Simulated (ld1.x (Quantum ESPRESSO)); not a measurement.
# Building the RRKJ potential for Bi (LDA (PZ), scalar-relativistic).

ld1.x (Quantum ESPRESSO) 7.5 input, shortened:

```
&input
   title='Bi', zed=83., rel=1, dft='PZ', iswitch=3,
   config='[Xe] 4f14 5d10 6s2 6p2.5'
 /
 &inputp
   pseudotype=2, tm=.false., lloc=0,
   nlcc=.true., new_core_ps=.true., rcore=1.20
 /
3
6P  2  1   2.50   0.00  2.10  2.10  0.0
5D  3  2  10.00   0.00  1.65  1.65  0.0
6S  1  0   2.00   0.00  1.65  1.65  0.0
 &test
   configts(1)='5d10 6s2 6p2.5'
 /
```

All-electron outer shells of the reference configuration (LDA (PZ), scalar-relativistic, ld1.x):

```json
{"shell": "4f", "level (eV)": "-156.87", "outermost node (bohr)": "–", "outermost maximum (bohr)": "0.34"}
{"shell": "5p", "level (eV)": "-99.87", "outermost node (bohr)": "0.48", "outermost maximum (bohr)": "0.86"}
{"shell": "5d", "level (eV)": "-31.08", "outermost node (bohr)": "0.51", "outermost maximum (bohr)": "1.03"}
{"shell": "6s", "level (eV)": "-18.46", "outermost node (bohr)": "0.98", "outermost maximum (bohr)": "1.86"}
{"shell": "6p", "level (eV)": "-8.11", "outermost node (bohr)": "1.14", "outermost maximum (bohr)": "2.41"}
```

(1) Estimate the cutoffs (Ry, on a coarse ladder) from which the occupation-weighted sum of valence levels, in a spherical-Bessel basis at the reference potential, stays within 10 and 1 mRy of its value at 400 Ry.

(2) What does a ghost test show?

(3) Tests: 5d10 6s2 6p3; 5d10 6s2 6p2; 5d10 6s2 6p1; 5d10 6s2 6p3.3; 5d9 6s2 6p3; 5d10 6s2 6p0; 5d10 6s0 6p5. Which has the largest error in its energy relative to the reference configuration, and how large is it?

Answers

(1) 55 Ry and 80 Ry.

(2) No extra level below or beside the all-electron valence levels (p, d, s, f tested).

(3) 5d9 6s2 6p3, with -183 meV (all-electron minus pseudo) on +30.24 eV.
